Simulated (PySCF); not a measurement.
C3H5O, SMILES OC(=[CH])C, multiplicity 2.

Geometry: B3LYP-D3(BJ)/def2-SVP. The isomer is the one that the SMILES or the coordinates give; other isomers of the formula were not compared. One conformer was computed; it need not be the lowest.

Level of theory: PySCF with r2SCAN/def2-TZVPD.

The molecule is in vacuum.

Computed frontier levels, dipole moment and polarisability:
The α spin, highest occupied and lowest empty level is -5.93 and -0.03 eV, the β spin, highest occupied and lowest empty level is -5.59 and -2.60 eV and the dipole moment comes out as 0.156 e·Å. The quadrupole, principal values (traceless, Buckingham form, about the centre of nuclear charge) is -4.69, -3.42, 8.11 D·Å. The mean static polarisability is 45.2 bohr³ (6.70 Å³) and the polarisability, principal values comes out as 34.8, 44.7, 56.1 bohr³. The ⟨S²⟩ is 0.764 (pure state 0.75).
